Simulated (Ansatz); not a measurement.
Calculated with Ansatz (gas phase, PBE0-D4/def2-TZVP geometries, no zero-point term in ΔE). CBS: MP2 limit from def2 TZ/QZ plus the TZ coupled-cluster correction, frozen cores. Functionals use def2-TZVPP. def2 core potentials past Kr. For Se, Sn outer-core shells are correlated without core-valence functions, which leaves a few kJ/mol of doubt a bond. Scalar relativity is left out up to krypton. One conformer a species, not always the lowest.

Reaction (ligand exchange at the Si–Se bond): `[SiH3][Se]BCl` + `[NH2][Sn][OH]` → `[NH2][Sn][O][SiH3]` + `ClB[SeH]`

CCSD(T)/CBS gives -12.5 kcal/mol.

Another level gave -14.0 kcal/mol. Which?
A. r2SCAN/def2-TZVPP
B. PBE-D4/def2-TZVPP
C. PBE0-D4/def2-TZVPP
D. SCS-MP2/def2-TZVPP

D. SCS-MP2/def2-TZVPP -14.0, r2SCAN -11.9, PBE-D4 -9.3, PBE0-D4 -10.3 kcal/mol.

Largest T1 diagnostic among the species: 0.017.

From PBE to PBE0 (25 % exact exchange), in def2-TZVPP and without D4, ΔE moves by −1.1 kcal/mol. In def2-TZVPP, CCSD(T) changes the Hartree–Fock value by +3.6 kcal/mol (the triples alone add +0.6 kcal/mol) and MP2 by +4.4 kcal/mol.
